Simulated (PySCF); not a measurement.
Ga(F)2(vinyl) (C2H3F2Ga), SMILES C=[CH][Ga]([F])[F].

Geometry optimised at B3LYP-D3(BJ)/def2-SVP. Other conformers were not sampled.

Calculation: B3LYP-D3(BJ)/def2-SVP (PySCF).

Frequencies are harmonic and unscaled.

Computed vibrational spectrum:
| mode | ν (cm⁻¹) | IR (km/mol) | moving atoms (share of kinetic energy) |
|---|---|---|---|
| 1 | 81 | 1.9 | C 40 %, H 26 %, F 25 %, Ga 9 % |
| 2 | 91 | 2.9 | F 47 %, C 27 %, Ga 13 %, H 13 % |
| 3 | 187 | 19.4 | Ga 34 %, F 31 %, H 22 %, C 13 % |
| 4 | 200 | 31.4 | F 81 %, Ga 12 % |
| 5 | 304 | 9.5 | C 58 %, H 18 %, Ga 16 %, F 9 % |
| 6 | 488 | 37.4 | H 67 %, C 29 % |
| 7 | 580 | 2.8 | C 60 %, H 19 %, F 16 % |
| 8 | 703 | 81.9 | F 71 %, Ga 22 % |
| 9 | 723 | 78.6 | F 73 %, Ga 27 % |
| 10 | 1001 | 5.6 | H 87 %, C 13 % |
| 11 | 1013 | 22.4 | H 72 %, C 28 % |
| 12 | 1038 | 16.9 | H 94 % |
| 13 | 1257 | 4.6 | H 72 %, C 28 % |
| 14 | 1415 | 13.4 | H 81 %, C 19 % |
| 15 | 1650 | 9.0 | C 82 %, H 18 % |
| 16 | 3115 | 7.8 | H 95 % |
| 17 | 3163 | 2.0 | H 91 %, C 9 % |
| 18 | 3210 | 2.2 | H 89 %, C 11 % |
